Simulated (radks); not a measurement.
Species: the dysprosium ion Dy+. Configuration: [Xe] 4f10 6s1 (the NIST ground configuration). Calculated with a radial shooting solver on a logarithmic mesh with Libxc functionals: scalar-relativistic Kohn-Sham, PBE, spin-polarised, spherical densities, finite nucleus; open shells are filled with parallel spins first (spin-orbit coupling, left out, can overturn this in heavy ions); Fermi nuclear charge, rms radius 5.2218 fm.

Unscreened Slater integrals over Kohn-Sham orbitals (cm^-1). They are taken over the spin-up orbitals.

integral    value
F0(6s,6s)   53752
F0(6s,4f)   69831
G3(6s,4f)  2651.5
F0(6s,5p)   66786
G1(6s,5p)  5248.5
F0(6s,5s)   67879
G0(6s,5s)  2711.7
F0(4f,4f)  241650
F2(4f,4f)  111530
F4(4f,4f)   69370
F6(4f,4f)   49741
F0(4f,5p)  153760
F2(4f,5p)   52921
G2(4f,5p)   29149
G4(4f,5p)   22002
F0(4f,5s)  174820
G3(4f,5s)   33962
F0(5p,5p)  128770
F2(5p,5p)   68968
F0(5p,5s)  138830
G1(5p,5s)   92016
F0(5s,5s)  152300

Derived for the open shells (J is the average intra-shell exchange parameter used in DFT+U). 4f: F4/F2 = 0.622, F6/F2 = 0.446, J = (286 F2 + 195 F4 + 250 F6)/6435 = 8992 cm^-1.
